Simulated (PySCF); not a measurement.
A geometry optimisation, step by step.

Species: CH8BrGe2P.
Numbering: `[PH2:1][GeH2:2][C@@H:3]([GeH3:4])[Br:5]` (hydrogens: H6, H7 on P1; H8, H9 on Ge2; H10 on C3; H11, H12, H13 on Ge4)

Computed by this run: PBE0-D3(BJ)/def2-SVP geometry optimisation, gas phase in PySCF; density fitting, grid level 1; the optimiser is geomeTRIC in internal coordinates, started from a GFN2-xTB structure. The frame can shift and turn from step to step; on so coarse a grid that alone can change the energy by a few meV, and forces under 0.02 eV/Å are noise.

Step 0: E = -193485.4237 eV, largest atomic force 1.182 eV/Å
```
atom  x, y, z in Å  |  force x, y, z in eV/Å
P1      1.873   -1.745   -0.541   -0.752  -0.529  -0.743
Ge2     1.034    0.377   -0.837   -0.726   0.150  -0.015
C3     -0.939    0.353   -0.606    0.300   0.316   0.345
Ge4    -1.597   -0.009    1.211    0.252  -0.010  -0.587
Br5    -1.575    2.164   -1.003    0.003   0.094  -0.166
H6      1.858   -1.635    0.843   -0.059   0.009   0.945
H7      3.189   -1.314   -0.623    0.935   0.271  -0.120
H8      1.289    0.892   -2.237    0.131  -0.046  -0.547
H9      1.550    1.462    0.086    0.231   0.169   0.471
H10    -1.411   -0.294   -1.345   -0.118  -0.256  -0.199
H11    -1.250   -1.405    1.638    0.206  -0.781   0.169
H12    -3.076    0.192    1.252   -0.820   0.061  -0.035
H13    -0.948    0.961    2.143    0.416   0.552   0.481
```

Step 1: E = -193485.5748 eV, largest atomic force 0.307 eV/Å
```
atom  x, y, z in Å  |  force x, y, z in eV/Å
P1      1.337   -1.220   -0.448    0.149   0.054   0.193
Ge2     0.566    0.952   -0.796    0.113   0.275  -0.077
C3     -1.391    0.989   -0.580   -0.046  -0.055  -0.068
Ge4    -2.018    0.583    1.242   -0.101   0.060   0.141
Br5    -2.028    2.768   -1.107    0.027  -0.102   0.071
H6      1.312   -1.101    0.986    0.004  -0.012  -0.198
H7      2.712   -0.807   -0.539   -0.178  -0.068   0.011
H8      0.906    1.373   -2.250   -0.030  -0.083   0.186
H9      1.169    1.976    0.203   -0.066  -0.127  -0.123
H10    -1.850    0.284   -1.293    0.043   0.051   0.055
H11    -1.622   -0.876    1.609   -0.040   0.202  -0.078
H12    -3.558    0.749    1.293    0.222  -0.045   0.010
H13    -1.337    1.574    2.220   -0.096  -0.151  -0.124
```

Step 2: E = -193485.5865 eV, largest atomic force 0.044 eV/Å
```
atom  x, y, z in Å  |  force x, y, z in eV/Å
P1      1.319   -1.216   -0.436    0.000   0.012   0.035
Ge2     0.569    0.962   -0.798    0.004   0.043  -0.005
C3     -1.387    0.993   -0.581    0.010  -0.035  -0.011
Ge4    -2.012    0.585    1.238   -0.015   0.015   0.012
Br5    -2.033    2.764   -1.095   -0.012   0.030   0.003
H6      1.296   -1.086    0.988    0.000  -0.005  -0.019
H7      2.692   -0.825   -0.529   -0.013  -0.020  -0.006
H8      0.911    1.365   -2.243    0.005  -0.018  -0.013
H9      1.171    1.980    0.189    0.004   0.001   0.005
H10    -1.843    0.287   -1.292    0.009  -0.004   0.000
H11    -1.603   -0.860    1.587    0.007  -0.010  -0.003
H12    -3.540    0.731    1.298   -0.001  -0.008   0.000
H13    -1.343    1.565    2.215    0.001   0.000   0.002
```

Step 3: E = -193485.5876 eV, largest atomic force 0.024 eV/Å
```
atom  x, y, z in Å  |  force x, y, z in eV/Å
P1      1.303   -1.214   -0.424   -0.024   0.004   0.006
Ge2     0.571    0.969   -0.800   -0.001   0.015   0.001
C3     -1.385    0.998   -0.583    0.008  -0.002   0.008
Ge4    -2.007    0.584    1.236    0.002  -0.001  -0.009
Br5    -2.037    2.771   -1.092   -0.002   0.001   0.003
H6      1.284   -1.076    0.997    0.002   0.000   0.010
H7      2.680   -0.843   -0.524    0.011  -0.008  -0.007
H8      0.915    1.359   -2.248    0.005  -0.011  -0.013
H9      1.178    1.988    0.181    0.003   0.007   0.004
H10    -1.837    0.291   -1.293   -0.002   0.002  -0.011
H11    -1.588   -0.861    1.577    0.005  -0.013   0.003
H12    -3.536    0.718    1.298   -0.014  -0.003  -0.002
H13    -1.342    1.562    2.216    0.006   0.009   0.008
```

Step 4: E = -193485.5884 eV, largest atomic force 0.030 eV/Å
```
atom  x, y, z in Å  |  force x, y, z in eV/Å
P1      1.270   -1.211   -0.397   -0.025  -0.003  -0.008
Ge2     0.576    0.979   -0.805    0.001  -0.024   0.005
C3     -1.380    1.010   -0.586    0.001   0.020   0.019
Ge4    -2.000    0.580    1.231    0.012  -0.023  -0.015
Br5    -2.040    2.783   -1.085    0.003  -0.008  -0.002
H6      1.267   -1.050    1.022    0.008   0.005   0.020
H7      2.656   -0.883   -0.516    0.017   0.004  -0.006
H8      0.922    1.340   -2.260    0.003  -0.001  -0.003
H9      1.193    2.004    0.164   -0.003   0.008  -0.004
H10    -1.829    0.303   -1.298   -0.006   0.009  -0.013
H11    -1.565   -0.863    1.558   -0.003   0.000   0.007
H12    -3.530    0.696    1.294   -0.009   0.005  -0.003
H13    -1.343    1.556    2.220    0.001   0.009   0.003
```

Step 5: E = -193485.5887 eV, largest atomic force 0.030 eV/Å
```
atom  x, y, z in Å  |  force x, y, z in eV/Å
P1      1.257   -1.212   -0.378   -0.014  -0.004  -0.001
Ge2     0.579    0.979   -0.807   -0.001  -0.030   0.005
C3     -1.377    1.017   -0.586   -0.001   0.019   0.013
Ge4    -2.000    0.580    1.228    0.009  -0.019  -0.012
Br5    -2.035    2.791   -1.082    0.006  -0.011   0.000
H6      1.271   -1.034    1.039    0.009   0.004   0.012
H7      2.645   -0.903   -0.517    0.007   0.006  -0.006
H8      0.924    1.323   -2.266    0.003   0.002   0.001
H9      1.202    2.010    0.152   -0.006   0.007  -0.005
H10    -1.826    0.313   -1.301   -0.005   0.010  -0.011
H11    -1.565   -0.865    1.551   -0.004   0.005   0.005
H12    -3.531    0.693    1.287   -0.003   0.006  -0.002
H13    -1.346    1.553    2.222   -0.001   0.006   0.000
```

Step 6: E = -193485.5888 eV, largest atomic force 0.028 eV/Å
```
atom  x, y, z in Å  |  force x, y, z in eV/Å
P1      1.225   -1.217   -0.319    0.018  -0.006   0.016
Ge2     0.586    0.972   -0.809   -0.005  -0.027   0.002
C3     -1.369    1.035   -0.587   -0.006   0.002  -0.010
Ge4    -2.007    0.580    1.218   -0.004  -0.002   0.003
Br5    -2.010    2.818   -1.071    0.008  -0.004   0.004
H6      1.302   -0.986    1.090    0.005   0.002  -0.009
H7      2.616   -0.959   -0.525   -0.014   0.009  -0.003
H8      0.929    1.265   -2.281    0.003   0.004   0.008
H9      1.227    2.023    0.115   -0.009   0.001  -0.004
H10    -1.822    0.342   -1.312   -0.002   0.008   0.000
H11    -1.583   -0.870    1.532    0.001   0.010  -0.003
H12    -3.538    0.700    1.263    0.009   0.006   0.001
H13    -1.358    1.542    2.227   -0.005  -0.003  -0.006
```

Step 7: E = -193485.5891 eV, largest atomic force 0.027 eV/Å
```
atom  x, y, z in Å  |  force x, y, z in eV/Å
P1      1.224   -1.222   -0.299    0.020  -0.004   0.018
Ge2     0.586    0.962   -0.809   -0.005  -0.011   0.000
C3     -1.368    1.038   -0.588   -0.005  -0.008  -0.018
Ge4    -2.013    0.583    1.214   -0.007   0.007   0.008
Br5    -1.996    2.826   -1.069    0.007   0.001   0.004
H6      1.323   -0.973    1.105    0.001   0.000  -0.013
H7      2.612   -0.968   -0.529   -0.015   0.006  -0.001
H8      0.930    1.242   -2.283    0.003   0.001   0.006
H9      1.230    2.021    0.104   -0.006  -0.001  -0.001
H10    -1.826    0.351   -1.315   -0.001   0.004   0.004
H11    -1.599   -0.870    1.528    0.003   0.007  -0.005
H12    -3.544    0.714    1.255    0.010   0.003   0.002
H13    -1.362    1.540    2.226   -0.004  -0.005  -0.005
```

Q: Summarise the path.

A: The energy falls by 0.1654 eV from step 0 to step 7; nine tenths of that is first reached at step 1. It falls at every step. The largest force goes from 1.182 to 0.027 eV/Å. Among the bonds Ge4–H13 changes most (a near tie, within 0.001 Å, with another), from 1.494 to 1.538 Å; the atoms move by 0.147 Å rms after alignment.

Q: Follow the three bonds and two angles with the largest change from start to end.

A: 
```csv
step,E above end (eV),largest force (eV/Å),Ge4–H13 (Å),Ge4–H11 (Å),Ge4–H12 (Å),H8–Ge2–H9 (°),Ge4–C3–Br5 (°)
0,0.1654,1.182,1.494,1.500,1.494,105.2,104.4
1,0.0144,0.307,1.550,1.555,1.550,109.8,109.4
2,0.0026,0.044,1.537,1.542,1.536,110.0,109.0
3,0.0015,0.024,1.536,1.542,1.535,110.1,109.0
4,0.0007,0.030,1.536,1.543,1.536,110.4,109.1
5,0.0005,0.030,1.537,1.543,1.536,110.5,109.2
6,0.0003,0.028,1.537,1.543,1.537,110.5,109.3
7,0.0000,0.027,1.538,1.543,1.537,110.4,109.4
```

The cost below is that of the whole optimisation. On an Intel Xeon Platinum 8259CL at 2.50 GHz with one thread, shared host, this took 3.1 min and 0.79 GiB of memory at its peak.
